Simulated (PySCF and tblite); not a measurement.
The numbers below are computed, except where a source is named.
System: C₇H₆ClF, numbered as in [CH2:1]=[C:2]([Cl:3])[C:4]1=[C:5]([F:6])[CH2:7][CH:8]=[CH:9]1.

Geometries: PBE0-D3(BJ)/def2-SVP; energies: PBE0/pcSseg-1 + D3(BJ); zero-point and thermal terms from GFN2-xTB harmonic modes (soft modes blended into free rotors). Rate constants are transition-state-theory values, counting equivalent paths, without tunnelling. (PySCF 2.14 with density fitting, tblite 0.8.)

Tunnelling of the moving H, left out here, will speed the real process.

How high is the barrier to the shift of H on C7 from C7 to C8, through which structure does it pass, and what rate follows at 298 K?

The electronic barrier is 29.1 kcal/mol and ΔG‡(298 K) 26.8 kcal/mol, over a C1 saddle with an imaginary mode of 1209i cm⁻¹ (GFN2-xTB). With 1 equivalent path, k is 1.4×10⁻⁷ s⁻¹, a mean lifetime of the start of 81 days against this motion. The end lies 0.2 kcal/mol below the start in free energy.
